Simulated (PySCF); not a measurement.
# Working out the excitation energy of Xe

Xe [Xe] (1S) → Xe [Kr] 4d10 5s1 5p6 6p1 (3P). Calculation: PySCF 2.14, in aug-cc-pwCVDZ-PP with ECP28MDF; scalar relativity through the core potential. Frozen: 4s2 4p6 4d10. Energies in hartree (1 hartree = 27.21139 eV):

| part | Xe (lower) | Xe (upper) |
| --- | --- | --- |
| UHF | -328.291724 | -327.385127 |
| CCSD correlation | -0.125311 | -0.247893 |
| (T) | -0.002267 | -0.018244 |

**Question.** What does Hartree-Fock give?

**Answer.** (-327.385127) − (-328.291724) = 0.906597 hartree = 24.670 eV.

**Question.** What do CCSD and CCSD(T) give?

**Answer.** The CCSD correlation energies differ by -0.122582 hartree = -3.336 eV and the triples by -0.015977 hartree = -0.435 eV, so CCSD gives 21.334 eV and CCSD(T) 20.899 eV.

The upper state lies above the first ionisation limit, where it may autoionise and the basis confines it. A Rydberg-like electron needs more diffuse functions than a valence basis has.

A double-zeta basis recovers only part of the correlation energy.

The coupled-cluster amplitudes are large, so a single reference is strained.
